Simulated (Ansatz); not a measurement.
Mg₃O₃⁺, 6 atoms. Hardware: 4 threads of AMD EPYC 7B13 on a shared host.

Correlated methods freeze 6 core orbitals; core or outer-core shells of Mg are correlated, in sets that lack core-valence functions.

Question: How many basis functions does each of these Ansatz runs have, and roughly what does it cost? MP2/def2-TZVP, charge 1 doublet, energy, from earlier orbitals; LDA (SPW92)/def2-TZVP, charge 1 doublet, energy, from earlier orbitals; BLYP-D4/def2-TZVP, charge 1 doublet, energy, from earlier orbitals; PBE0-D4/def2-SVP, charge 1 doublet, energy, from earlier orbitals; PBE0-D4/def2-TZVP, charge 1 doublet, energy, from earlier orbitals; B97M-V/def2-TZVP, charge 1 doublet, energy, from earlier orbitals; r2SCAN-D4/def2-TZVP, charge 1 doublet, energy, from earlier orbitals; CCSD(T)/def2-SVP, charge 1 doublet, energy, from earlier orbitals; PBE-D4/def2-SVP, charge 1 doublet, energy, from earlier orbitals; r2SCAN-D4/def2-SVP, charge 1 doublet, relaxation, 7 steps; PBE-D4/def2-TZVP, charge 1 doublet, energy and forces, from earlier orbitals; PBE-D4/def2-SVP, charge 1 doublet, energy with a search over starts.

Answer: Other jobs shared the machine, so times can vary by a factor of up to 3. A dash marks memory too small to be measured apart from the calling script's.

```tsv
run	functions	fitting or Cholesky vectors	wall time	peak host memory (GiB)
LDA (SPW92)/def2-TZVP, charge 1 doublet, energy, from earlier orbitals	189	1317	1.4 s	–
PBE-D4/def2-SVP, charge 1 doublet, energy, from earlier orbitals	96	966	1.5 s	–
PBE0-D4/def2-SVP, charge 1 doublet, energy, from earlier orbitals	96	833	2.4 s	–
PBE-D4/def2-TZVP, charge 1 doublet, energy and forces, from earlier orbitals	189	1317	2.8 s	–
BLYP-D4/def2-TZVP, charge 1 doublet, energy, from earlier orbitals	189	1317	2.8 s	–
PBE-D4/def2-SVP, charge 1 doublet, energy with a search over starts	96	966	4 s	–
PBE0-D4/def2-TZVP, charge 1 doublet, energy, from earlier orbitals	189	1317	4.5 s	0.72
MP2/def2-TZVP, charge 1 doublet, energy, from earlier orbitals	189	1447	5 s	–
r2SCAN-D4/def2-TZVP, charge 1 doublet, energy, from earlier orbitals	189	1317	5.5 s	–
B97M-V/def2-TZVP, charge 1 doublet, energy, from earlier orbitals	189	1317	12 s	0.57
r2SCAN-D4/def2-SVP, charge 1 doublet, relaxation, 7 steps	96	966	16 s	–
CCSD(T)/def2-SVP, charge 1 doublet, energy, from earlier orbitals	96	833	31 s	1.2
```
